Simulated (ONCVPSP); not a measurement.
Hf: one change to an ONCV potential, before and after

ONCVPSP 4.0.1 input, shortened (lines: element, Z, core and valence counts, functional; n l f; lmax; l rc ep ncon nbas qcut; lloc lpopt rc5 dvloc0; l nproj debl; icmod fcfact rcfact), PBEsol, scalar-relativistic:

```
  Hf 72.00   11    3  -116133      upf
    1    0    2.00
    2    0    2.00
    2    1    6.00
    3    0    2.00
    3    1    6.00
    3    2   10.00
    4    0    2.00
    4    1    6.00
    4    2   10.00
    4    3   14.00
    5    0    2.00
    5    1    6.00
    5    2    2.00
    6    0    2.00
    2
    0    2.45    0.00    5    8    2.20
    1    1.85    0.00    4    8    7.30
    2    1.85    0.00    3    8    8.50
    2    5    1.85    0.00
    0    1    2.50
    1    1    1.00
    2    0    3.80
    3    2.25    1.50
```

All-electron outer shells of the reference configuration (PBEsol, scalar-relativistic, ld1.x):

| shell | level (eV) | outermost node (bohr) | outermost maximum (bohr) |
| --- | --- | --- | --- |
| 5p | -35.59 | 0.60 | 1.16 |
| 4f | -16.86 | – | 0.45 |
| 6s | -5.13 | 1.37 | 2.89 |
| 5d | -2.71 | 0.67 | 1.69 |

Change: core correction Teter function, fcfact 6.9, rcfact 1.5.

Cutoffs: the cutoffs (Ha) at which the residual kinetic energy of the hardest occupied pseudo-wave falls to 1 and 0.1 mHa per electron; they do not see the model core or the augmentation charge, which bear on the density cutoff. Errors are all-electron minus pseudo energies relative to the spin-unpolarised reference configuration.

Q: Predict the effect on cutoff, ghosts and configuration errors.

A: The potential gets neither clearly harder nor softer (21 Ha and 27 Ha → 21 Ha and 27 Ha); both files keep a bound ghost (p, s); of the 3 tests that both files solve, the error grows in 2 and shrinks in 0 by more than 15 % and 0.3 meV (median size 15.1 → 31.8 meV). A model core, the more so a compact one, raises the density cutoff, which this test does not measure.

```csv
quantity,base,changed
"cutoff, loose",21 Ha,21 Ha
"cutoff, tight",27 Ha,27 Ha
bound ghosts,"s, p","s, p"
GHOST(+) flags under 300 eV,none,none
tests with a reliable result,3 of 4,3 of 4
"error for 5p6 5d2 6s1, meV [ΔE 8.01 eV]",-6.0,-7.3
"error for 5p6 5d2 6s0, meV [ΔE 22.17 eV]",-15,-32
"error for 5p5 5d2 6s2, meV [ΔE 41.06 eV]",-555,-601
s: phases at 2.49 bohr within 0.05 rad from the reference energy up to (Ha; the scan ends near 5),1.2,1.2
p: phases at 1.88 bohr within 0.05 rad from the reference energy up to (Ha; the scan ends near 5),-0.6,-0.6
d: phases at 1.88 bohr within 0.05 rad from the reference energy up to (Ha; the scan ends near 5),3.1,3.1
"rms error of d²Exc/dni dnj with the model core, mHa",1.70,1.64
```

 A true bound ghost makes a file unfit for plane-wave use even where its test errors are small: the radial tests pick states by their node count and pass the ghost by.
